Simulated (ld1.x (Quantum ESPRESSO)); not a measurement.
**What one change does to a pseudopotential (Gd, TM)**

- Element: gadolinium
- Generator: ld1.x (Quantum ESPRESSO) 7.5
- Type: norm-conserving Troullier–Martins (Kleinman–Bylander form)
- Functional: PBE
- Relativity: scalar-relativistic
- Frozen core: [Kr] 4d10 4f7
- Valence charge: 11
- Reference configuration: 5s2 5p6 5d0 6s0 6p0 (charge +3)
- Partial waves: 5s (bound): rc 1.40 bohr; 5p (bound): rc 2.15 bohr; 5d (bound, empty): rc 1.80 bohr
- Local potential: all-electron potential smoothed inside 2.05 bohr (lloc = -1)
- Core correction: a·sin(br)/r model core inside 0.70 bohr

Change: wave 5s (bound): rc 1.40 bohr becomes 5s (bound): rc 1.62 bohr.

Cutoffs: the cutoffs (Ry, on a coarse ladder) from which the occupation-weighted sum of valence levels, in a spherical-Bessel basis at the reference potential, stays within 10 and 1 mRy of its value at 400 Ry; they do not see the model core or the augmentation charge, which bear on the density cutoff. Errors are all-electron minus pseudo energies relative to the spin-unpolarised reference configuration.

Task: Predict the effect on cutoff, ghosts and configuration errors.

Result: The potential gets softer (70 Ry and 120 Ry → 50 Ry and 90 Ry); the errors of the 7 common tests hardly move; neither file shows a bound ghost. A larger radius leaves more room for a smooth pseudo-wave, so fewer plane waves are needed.

| quantity | base | changed |
| --- | --- | --- |
| cutoff, loose | 70 Ry | 50 Ry |
| cutoff, tight | 120 Ry | 90 Ry |
| loose cutoff by channel (10 mRy a level) | s 55 Ry, p 12 Ry | s 45 Ry, p 12 Ry |
| bound ghosts | none | none |
| error for 5s2 5p6 5d1 6s2 6p0, meV [ΔE -38.58 eV] | -281 | -258 |
| error for 5s2 5p6 5d1 6s1 6p0, meV [ΔE -31.94 eV] | -201 | -185 |
| error for 5s2 5p6 5d1 6s0 6p0, meV [ΔE -19.84 eV] | -44 | -44 |
| error for 5s2 5p6 5d1 6s0 6p1, meV [ΔE -28.36 eV] | -44 | -44 |
| error for 5s2 5p6 5d2 6s0 6p0, meV [ΔE -30.82 eV] | -128 | -128 |
| error for 5s2 5p6 5d2 6s1 6p0, meV [ΔE -36.81 eV] | -217 | -206 |
| error for 5s2 5p6 5d0 6s2 6p0, meV [ΔE -32.53 eV] | -329 | -292 |
| s: phases at 2.36 bohr within 0.05 rad from the reference energy up to (Ry; the scan ends near 5) | -1.5 | -1.4 |
| p: phases at 2.36 bohr within 0.05 rad from the reference energy up to (Ry; the scan ends near 5) | 0.2 | 0.2 |
| d: phases at 2.36 bohr within 0.05 rad from the reference energy up to (Ry; the scan ends near 5) | 2.5 | 2.5 |
